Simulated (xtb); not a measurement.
C2H5BO2, SMILES C=CB(O)O. All values are semi-empirical tight-binding results from xtb (GFN2-xTB unless named), good for trends rather than for accurate numbers. Coordinates come from a GFN2-xTB optimisation. Other conformers were not sampled.

Task: Estimate the properties. (The exact figures need the calculation; the answer reports its results.)

Result: 
| Property | Value |
|---|---|
| point group as xtb finds it | Cs |
| orbital gap | 4.68 eV |
| dipole moment | 1.42 D |
| zero-point energy | 46.2 kcal/mol |
| G − E(el) at 298.15 K (modified RRHO) | 27.9 kcal/mol |
| static polarisability (D4 model) | 48.3 bohr³ |
| solvation energy, GFN2-xTB/ALPB(water) | -7.8 kcal/mol |
| solvation energy, GFN2-xTB/ALPB(dmso) | -11.2 kcal/mol |

Computed IR lines (harmonic; lines under 4 % of the strongest left out, lines within 3 cm⁻¹ merged):
ν (cm⁻¹): 376 (w), 541 (m), 615 (m), 665 (m), 953 (s), 1221 (vs), 1299 (m), 1314 (m), 1407 (w), 1671 (w), 3006 (m), 3076 (w), 3122 (w) (against the strongest line: vs over 80 %, s over 45 %, m over 15 %, w over 4 %, vw less)
